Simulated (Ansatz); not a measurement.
`BCCBO`, charge 0, multiplicity 1.

Problem. Give a relaxed structure at PBE0-D4/def2-TZVP (the Gaussian-basis code of Ansatz). (Estimate.)

Solution. Computed: 
```xyz
13

B    -1.318   -1.164    1.414
C    -0.825   -0.483    0.114
C     0.507    0.276    0.132
B     1.067    0.632   -1.291
O     1.612    1.829   -1.608
H    -0.567   -1.380    2.325
H    -2.450   -1.547    1.502
H    -1.621    0.109   -0.354
H    -0.744   -1.355   -0.567
H     0.423    1.163    0.773
H     1.263   -0.358    0.619
H     1.050   -0.175   -2.182
H     1.605    2.453   -0.876
```
This is one stationary point; other conformers may exist.
